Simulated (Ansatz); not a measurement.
Basis sets compared for the cluster Zr3O4⁺. Charge 1, multiplicity 2. Geometry PBE0-D4/def2-SVP. Ansatz on 4 threads of Arm Neoverse V1 on a shared host; times are rough, and most runs start from earlier orbitals.

```xyz
7

Zr    0.298   -1.135   -1.049
Zr    1.637   -0.558    1.340
Zr   -0.580    0.953    0.285
O     1.401    0.632   -0.262
O    -1.738   -0.559   -0.688
O     0.113    0.330    2.036
O    -1.132    0.338   -1.663
```

In the def2 sets Zr takes a core potential; there is no spin–orbit coupling. The structure holds 1 bond(s) between oxygen atoms. No other spin state of charge 1 was run. Another isomer (doublet) lies 6.27 eV lower at PBE0-D4/def2-TZVP; other spin states weren't run for this one.

| level | functions | energy (Eh) | HOMO (eV) | LUMO (eV) | wall time |
| --- | --- | --- | --- | --- | --- |
| PBE-D4/def2-SVP | 149 | -441.4990 | -7.61 | -7.10 | 7 s |
| PBE0-D4/def2-SVP | 149 | -441.3682 | -8.33 | -6.27 | 10 s |

Q: Estimate the rows for PBE-D4/def2-TZVP (with forces), PBE0-D4/def2-TZVP.

A: 
```tsv
level	functions	energy (Eh)	HOMO (eV)	LUMO (eV)	wall time
PBE-D4/def2-TZVP (with forces)	244	-441.8925	-7.61	-7.09	12 s
PBE0-D4/def2-TZVP	244	-441.7641	-8.32	-6.24	23 s
```
